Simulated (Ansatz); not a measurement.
Geometry optimisation, RHF/def2-SVP (Ansatz).

Input file:

```yaml
crystal:
  periodic: [false, false, false]
  atoms:
    - { symbol: C, position_ang: [-1.509, 0.9744, 0.6962] }
    - { symbol: C, position_ang: [-0.0865, 1.3957, 0.7386] }
    - { symbol: Si, position_ang: [0.9878, -0.0305, 0.2191] }
    - { symbol: P, position_ang: [0.7931, -1.7403, 1.5827] }
    - { symbol: Ge, position_ang: [0.5588, -0.6775, -1.9599] }
    - { symbol: H, position_ang: [-2.1743, 1.9084, 0.9826] }
    - { symbol: H, position_ang: [-1.7434, 0.1851, 1.3869] }
    - { symbol: H, position_ang: [-1.8064, 0.7399, -0.3529] }
    - { symbol: H, position_ang: [0.1868, 1.7219, 1.8152] }
    - { symbol: H, position_ang: [0.1081, 2.2535, 0.0785] }
    - { symbol: H, position_ang: [2.4134, 0.4001, 0.3346] }
    - { symbol: H, position_ang: [0.17814, -0.88841, 2.64441] }
    - { symbol: H, position_ang: [2.05454, -1.58631, 2.14069] }
    - { symbol: H, position_ang: [1.4996, -1.7942, -2.3422] }
    - { symbol: H, position_ang: [0.7362, 0.5318, -2.8801] }
    - { symbol: H, position_ang: [-0.8975, -1.147, -2.006] }
basis:
  gaussian: { orbitals: def2-SVP }
hamiltonian:
  xc: hf
relax:
  f_tol: 0.015
  max_steps: 40
```

Command:

```bash
$ ansatz run input.yaml --threads 2 --pin off --max-ram 3072MiB --backend cpu --events-out ev --progress --plain --runs-dir out
```

Problem. Where does it end, and by what steps?

Solution. The run converged. The force dipped under the threshold on the way, but the program's further checks kept it going. After 20 steps the energy has fallen by 0.743 eV; H13 moved furthest, 1.10 Å.

```json
{"step": "0", "energy less start (eV)": "0.0000", "largest force component (eV/Å)": "3.215", "accepted": "yes"}
{"step": "1", "energy less start (eV)": "-0.6009", "largest force component (eV/Å)": "0.786", "accepted": "yes"}
{"step": "2", "energy less start (eV)": "-0.6506", "largest force component (eV/Å)": "0.391", "accepted": "yes"}
{"step": "3", "energy less start (eV)": "-0.6687", "largest force component (eV/Å)": "0.095", "accepted": "yes"}
{"step": "4", "energy less start (eV)": "-0.6725", "largest force component (eV/Å)": "0.083", "accepted": "yes"}
{"step": "5", "energy less start (eV)": "-0.6834", "largest force component (eV/Å)": "0.196", "accepted": "yes"}
{"step": "6", "energy less start (eV)": "-0.6781", "largest force component (eV/Å)": "0.686", "accepted": "no"}
{"step": "7", "energy less start (eV)": "-0.6942", "largest force component (eV/Å)": "0.141", "accepted": "yes"}
{"step": "8", "energy less start (eV)": "-0.7039", "largest force component (eV/Å)": "0.171", "accepted": "yes"}
{"step": "9", "energy less start (eV)": "-0.7118", "largest force component (eV/Å)": "0.344", "accepted": "yes"}
{"step": "10", "energy less start (eV)": "-0.7322", "largest force component (eV/Å)": "0.042", "accepted": "yes"}
{"step": "11", "energy less start (eV)": "-0.7399", "largest force component (eV/Å)": "0.026", "accepted": "yes"}
{"step": "12", "energy less start (eV)": "-0.7315", "largest force component (eV/Å)": "0.602", "accepted": "no"}
{"step": "13", "energy less start (eV)": "-0.7366", "largest force component (eV/Å)": "0.206", "accepted": "no"}
{"step": "14", "energy less start (eV)": "-0.7414", "largest force component (eV/Å)": "0.022", "accepted": "yes"}
{"step": "15", "energy less start (eV)": "-0.7416", "largest force component (eV/Å)": "0.114", "accepted": "yes"}
{"step": "16", "energy less start (eV)": "-0.7424", "largest force component (eV/Å)": "0.103", "accepted": "yes"}
{"step": "17", "energy less start (eV)": "-0.7430", "largest force component (eV/Å)": "0.030", "accepted": "yes"}
{"step": "18", "energy less start (eV)": "-0.7432", "largest force component (eV/Å)": "0.023", "accepted": "yes"}
{"step": "19", "energy less start (eV)": "-0.7433", "largest force component (eV/Å)": "0.015", "accepted": "yes"}
{"step": "20", "energy less start (eV)": "-0.7434", "largest force component (eV/Å)": "0.011", "accepted": "yes"}
```

```xyz
16
Properties=species:S:1:pos:R:3
C -1.717 1.174 0.674
C -0.225 1.510 0.753
Si 0.981 0.097 0.347
P 0.636 -1.635 1.806
Ge 0.680 -0.754 -1.899
H -2.327 2.040 0.938
H -1.985 0.364 1.354
H -2.010 0.866 -0.332
H 0.025 1.871 1.756
H 0.010 2.339 0.077
H 2.370 0.613 0.457
H 1.232 -1.022 2.932
H 1.775 -2.383 1.431
H 1.706 -1.860 -2.191
H 0.875 0.370 -2.931
H -0.726 -1.344 -2.093
```

Time of the run: 79 s on 2 threads of Intel(R) Xeon(R) Platinum 8488C (Sapphire Rapids), with other jobs on the host, peak memory 0.48 GiB.
